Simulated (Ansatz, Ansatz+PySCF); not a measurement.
| atom | x (Å) | y (Å) | z (Å) |
| --- | --- | --- | --- |
| Cr | 0.0000 | 0.0000 | 0.0000 |
| F | 0.0000 | 0.0000 | 1.7840 |

Basis set: def2-SVP (spherical functions). Frozen core: 6 orbitals. Charge 0, multiplicity 6.

Computed with Ansatz (development build ahead of 0.2.0); each method stands on the lowest determinant of its kind that the runs found. Restricted functionals stand beside restricted open-shell atoms, which can lie above the unrestricted atoms usual in DFT and then raise those values.

Give the atomization energy at this shape (free ground-state atoms in the same class of orbitals less the molecule, no zero-point energy) of sextet CrF by ωB97X (unrestricted), r²SCAN (unrestricted), r²SCAN (restricted open-shell), PBE0 (unrestricted), PBE0 (restricted open-shell), PBE (unrestricted), PBE (restricted open-shell), UHF-MP2, UHF.

| method | atomization energy |
| --- | --- |
| ωB97X (unrestricted) | 488.6 kJ/mol |
| r²SCAN (unrestricted) | 476.1 kJ/mol |
| r²SCAN (restricted open-shell) | 473.9 kJ/mol |
| PBE0 (unrestricted) | 445.0 kJ/mol |
| PBE0 (restricted open-shell) | 442.7 kJ/mol |
| PBE (unrestricted) | 497.9 kJ/mol |
| PBE (restricted open-shell) | 495.6 kJ/mol |
| UHF-MP2 | 417.3 kJ/mol |
| UHF | 288.4 kJ/mol |

Caution: other spin multiplicities were not run.
